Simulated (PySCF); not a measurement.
Gas-phase reaction: 2 Si3O3 + 3 O2 = 6 SiO2

Energies from PySCF, thermal terms from the rigid-rotor harmonic-oscillator model, ideal gas at 1 bar. † marks an energy on the PBE0/def2-TZVP geometry and frequencies. MP2 and CCSD(T) freeze the core. Open shells (unrestricted): O2 (multiplicity 3); the rest are closed-shell singlets. Si3O3: computed as isolated molecules; such fragments, hydroxides, amides, oligomers or adducts are transient or little studied in the gas. MP2 isn't extrapolated to the basis-set limit; its ΔH°(298 K) is -116.2 kJ in def2-SVP and -340.5 kJ in def2-TZVPP. CCSD(T) isn't extrapolated to the basis-set limit; its ΔH°(298 K) is 94.9 kJ in def2-SVP and -99.1 kJ in def2-TZVPP. The harmonic model lacks anharmonicity and excited electronic states, which grow with temperature; levels with a mode under 35 cm⁻¹ are left out. Soft modes under 120 cm⁻¹ make the harmonic entropy rough for Si3O3. Warning, large T1 diagnostic: SiO2 (CCSD(T)/def2-SVP†, CCSD(T)/def2-TZVPP†).

```csv
level,"ΔE electronic, kJ","ΔH°(298 K), kJ","ΔS°(298 K), J/K","ΔG°(800 K), kJ"
CCSD(T)/def2-SVP†,88,95,112,8
CCSD(T)/def2-TZVPP†,-106,-99,112,-186
MP2/def2-SVP†,-123,-116,112,-203
MP2/def2-TZVPP†,-347,-341,112,-427
PBE/def2-TZVP†,-149,-142,112,-229
PBE0/def2-QZVP†,3,10,112,-77
r2SCAN/def2-TZVP†,-115,-108,112,-195
```
ΔH° is lowest at MP2/def2-TZVPP† and highest at CCSD(T)/def2-SVP†. No reference value is set beside these.
